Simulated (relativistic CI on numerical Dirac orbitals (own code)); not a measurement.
# Zeeman pattern of In 2932.63 Å at 0.3 T

Problem. The line 5s2.5p 2P°_3/2 – 5s2.7s 2S_1/2 of In lies at 2932.63 Å (air; NIST Handbook). Calculate its Zeeman pattern at B = 0.3 T, seen across the field, in LS coupling, and compare it with the Doppler width at an assumed gas temperature of 3000 K.

Working.
1. Landé factors g = 3/2 + [S(S + 1) − L(L + 1)]/[2J(J + 1)]: lower 1.3333, upper 2.0000.
2. The unit is μB B/hc = 0.46686 × 0.3 = 0.1401 cm⁻¹, or 12.0 mÅ at this wavelength. A component is shifted by g_u m_u − g_l m_l units. Seen across the field, the strengths for lower J and m are J² − m² (π) and ¼(J − m)(J − m − 1) (σ).
3. π components (Δm = 0), symmetric about zero, as shift (strength, strongest of all = 100): ±0.333 (100).
4. σ components with Δm = +1, mirrored for −1: 1.000 (75), 1.667 (25).
5. The centre of the σ group lies at ḡ = 1.167 units, 14.1 mÅ from the line centre.
6. The Doppler width is 7.16 × 10⁻⁷ λ √(T/M) = 10.7 mÅ (FWHM, M = 115), so the sum of Gaussians is one broadened peak; the two σ groups show as separate peaks only through a polariser.

Check. A relativistic CI calculation gives g = 1.3341 and 2.0023 for the two levels. The nearest fine-structure partner lies 2213 cm⁻¹ away, 15798 Zeeman units, so the weak-field formulas hold; hyperfine structure, which matters at weak fields for isotopes with nuclear spin, is neglected.
